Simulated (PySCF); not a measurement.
**S (sulfur, neutral) across methods**

[Ne] 3s1 3p5, high-spin 3P determinant (an excited configuration). Computed with PySCF 2.14 in aug-cc-pV(Q+d)Z with one added diffuse shell each of s, p, d, f, g type (8s7p6d4f3g, 114 functions), with the non-relativistic Hamiltonian (point nucleus). The B2PLYP total includes its PT2 part (frozen core); its orbital energies are those of the SCF part.

```csv
method,E (hartree),mean ε 3s α (eV),mean ε 3p α (eV),mean ε 3p β (eV),Σ⟨r²⟩ (bohr²),⟨S²⟩
wB97M-V,-397.7132,-23.652,-11.907,-9.802,30.49,2.006
r2SCAN,-397.7220,-19.915,-8.881,-6.671,30.15,2.015
UHF,-397.09132,-28.556,-13.859,-9.068,31.05,2.042
M06,-397.7272,-20.981,-9.565,-7.451,29.97,2.010
PBE0,-397.6026,-21.344,-9.856,-7.532,30.17,2.010
LDA,-396.3727,-18.732,-8.397,-6.681,30.33,2.006
B2PLYP,-397.6254,-23.902,-11.210,-8.182,30.53,2.017
PBE,-397.5825,-18.775,-8.354,-6.606,30.24,2.007
```
